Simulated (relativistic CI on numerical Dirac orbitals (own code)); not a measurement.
# Hyperfine structure of Er LXV, mass number 167

Computed by Dirac-Coulomb-Breit CI, orbitals from a KLI potential per configuration, model QED, unscaled Slater integrals (own radial code, finite nucleus).

Configuration list (outside the closed core 1s2): 2s², 2s2p, 2p², 2p3s, 2p3p, 2s3s, 2s3p, 2s3d, 2s4s, 2s4p, 2s4d, 2s4f, 3s², 3s3p, 3p². Levels of other configurations are missing.

Nuclear spin I = 7/2, μ = -0.5623 μN, Q = 3.57 b (tables of Stone and Pyykkö). The electronic factors are computed for point nuclear moments, without core polarisation or the Bohr-Weisskopf and QED corrections.

| Level | E (10³ cm⁻¹) | A (GHz) | B (GHz) |
| --- | --- | --- | --- |
| 2s2p ³P°1 | 1453.3 | -1755 | -401 |
| 2s2p ³P°2 | 9350.8 | -747.2 | 4640 |
| 2s2p ¹P°1 | 10016.7 | 525 | 2720 |
| 2p² ³P1 | 11255.1 | 82.41 | 2310 |
| 2p² ¹D2 | 11399.6 | -293 | 4320 |
| 2p² ³P2 | 19495.8 | -106.9 | 294 |
| 2s3s ³S1 | 72975.1 | -1731 | -3.05 |
| 2s3p ³P°1 | 73552.9 | -1467 | -3.32 |

Levels with J = 0, under 50 % of one LS term, or S terms without an open s electron are left out. Small factors come from cancelling terms and can be off by tens of per cent or more.

At this charge energies of transitions that change n are usually good to better than 1 %, and those within a shell (Δn = 0) to a few per cent.

Question: Give the hyperfine levels of 2s2p ³P°1 relative to its centre of gravity.

Answer: With K = F(F + 1) − I(I + 1) − J(J + 1), E = AK/2 + B[¾K(K + 1) − I(I + 1)J(J + 1)]/[2I(2I − 1)J(2J − 1)]: F = 5/2: 7682, F = 7/2: 2041, F = 9/2: -6242 GHz.

LS names give the leading component of a level, which can be under half, so a name can repeat, a term be missing and a line seem to break the LS rules.
